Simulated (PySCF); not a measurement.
C₃H₉AlO, SMILES C[O][AlH][CH2]C. Atoms are numbered in the order given.

```xyz
14

Al     0.0958     0.3114     0.2776
H      0.3567     1.5250     1.2723
C     -1.0275     0.4241    -1.3160
C     -1.7203     1.7792    -1.5276
H     -1.7752    -0.3894    -1.2678
H     -0.4013     0.1713    -2.1923
H     -0.9905     2.6019    -1.6137
H     -2.3845     2.0343    -0.6847
H     -2.3368     1.7958    -2.4421
O      0.8466    -1.1776     0.6270
C      1.6963    -1.6805     1.6142
H      2.6387    -2.0454     1.1672
H      1.9577    -0.9229     2.3788
H      1.2253    -2.5340     2.1346
```

The structure is a stationary point at ωB97X-D3(BJ)/def2-SVP. The values are those of a single conformer.

Method: C-PCM-B3LYP/def2-SVP in PySCF 2.14.0.

The values are the electrostatic part of the solvation free energy, E(continuum) − E(gas) at the gas-phase geometry, in a cavity of scaled van der Waals radii (PySCF's table); cavitation and dispersion terms are not included. A continuum can't describe solvent molecules that bind to the metal. In vacuum the orbital gap is 6.61 eV. The dipole moment in vacuum is 0.21 D.

Question: Estimate the values in water (ε = 78.36), methanol (ε = 32.61), tetrahydrofuran (ε = 7.43). (Estimate from the structure and the level; the computed values follow.)

Answer: 
```tsv
solvent	ε	ΔG(elec) (kcal/mol)	dipole (D)	gap (eV)
water	78.36	-4.1	0.25	6.91
methanol	32.61	-4.0	0.25	6.90
tetrahydrofuran	7.43	-3.5	0.24	6.87
```
